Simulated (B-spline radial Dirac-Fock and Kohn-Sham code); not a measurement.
# Scattering functions of Br⁴⁺

System: Br⁴⁺, [Ar] 3d10 4s2 4p1, inside a Watson sphere of charge -4 and radius 3 Å (a model of the Madelung potential; inside it an electron's potential energy is raised by 19.2 eV).

Calculated with a radial finite-basis atomic code, using Dirac-Fock orbitals of the configuration average with a finite nucleus. f₀ is the Fourier transform of the spherical electron density, S the Waller-Hartree incoherent function, and s = sin θ/λ.

```
s (Å⁻¹)      f₀       S
      0  31.000   0.000
   0.05  30.711   0.361
    0.1  29.893   1.322
   0.15  28.671   2.605
    0.2  27.202   3.946
   0.25  25.628   5.210
    0.3  24.050   6.375
   0.35  22.523   7.473
    0.4  21.067   8.535
   0.45  19.685   9.572
    0.5  18.373  10.581
    0.6  15.949  12.478
    0.7  13.806  14.189
    0.8  11.972  15.725
    0.9  10.460  17.105
      1   9.251  18.343
    1.1   8.308  19.445
    1.2   7.581  20.419
    1.4   6.576  22.027
    1.6   5.914  23.280
    1.8   5.397  24.287
      2   4.928  25.123
    2.5   3.830  26.713
      3   2.903  27.788
    3.5   2.231  28.505
      4   1.790  28.991
      5   1.336  29.608
      6   1.123  30.010
```

f₀ starts at the number of electrons, 31, and has fallen to half at s ≈ 0.62 Å⁻¹. The sum of ⟨r²⟩ over the electrons is 15.90 bohr².
